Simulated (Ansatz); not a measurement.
Reaction (formal exchange of groups at the Se–Si bond): `O[Si](O)(F)[SeH]` + `BOCO` → `OCOB[SeH]` + `O[SiH](O)F`

Gas-phase electronic energies from Ansatz, PBE0-D4/def2-TZVP geometries. CBS: MP2 limit from def2 TZ/QZ plus the TZ coupled-cluster correction, frozen cores. This one scheme is used for every species. DFT in def2-TZVPP. For Se outer-core shells are correlated without core-valence functions, which leaves a few kJ/mol of doubt a bond. Scalar relativity is left out up to krypton. One conformer a species, not always the lowest.

`O[Si](O)(F)[SeH]`:

Cartesian coordinates in Å:
```
O 0.637 -1.411 -0.162
Si 0.161 0.123 0.102
O 1.341 1.073 -0.468
F -0.051 0.342 1.663
Se -1.789 0.689 -0.887
H 0.000 -2.115 -0.036
H 2.197 0.664 -0.611
H -2.496 0.635 0.399
```

`BOCO`:

Z-matrix (Å, degrees):
```
C
O 1 1.416
O 1 1.382 2 111.0
H 1 1.096 2 106.2 3 -122.2
H 1 1.093 2 110.1 3 118.1
B 2 1.344 1 121.5 3 -104.2
H 3 0.962 1 108.8 2 -65.4
H 6 1.202 2 120.0 1 -2.9
H 6 1.196 2 117.0 1 177.8
```

`OCOB[SeH]`:

```xyz
10

O     0.784   -1.516    1.422
C     0.041   -0.751    0.552
O     0.811    0.351    0.108
B     0.351    1.351   -0.662
Se   -1.454    1.575   -1.368
H     1.539   -1.879    0.949
H    -0.285   -1.318   -0.331
H    -0.829   -0.396    1.110
H     1.112    2.216   -0.972
H    -2.072    0.367   -0.807
```

`O[SiH](O)F`:

Z-matrix (Å, degrees):
```
Si
O 1 1.619
F 1 1.595 2 111.7
O 1 1.630 2 108.7 3 118.8
H 1 1.469 2 107.5 3 -117.0
H 2 0.959 1 118.7 3 -79.5
H 4 0.958 1 118.6 2 -158.0
```

| level | ΔE (eV) |
| --- | --- |
| r2SCAN-D4 | -0.07 |
| ωB97M-V | -0.02 |
| B2PLYP | -0.07 |
| PBE | -0.09 |
| PBE0 | -0.06 |
| HF/def2-TZVPP | -0.02 |
| SCS-MP2/def2-TZVPP | -0.09 |
| HF/CBS(def2) | -0.01 |

Q: What does CCSD(T)/CBS give? (Best estimate.)

A: The calculation gave: -0.06 eV. The listed levels differ from it by -0.01, 0.04, -0.01, -0.03, 0.00, 0.04, -0.03, 0.05 eV.

Largest T1 diagnostic among the species: 0.013.

In def2-TZVPP, CCSD(T) changes the Hartree–Fock value by −0.08 eV (the triples alone add −0.01 eV) and MP2 by −0.08 eV.
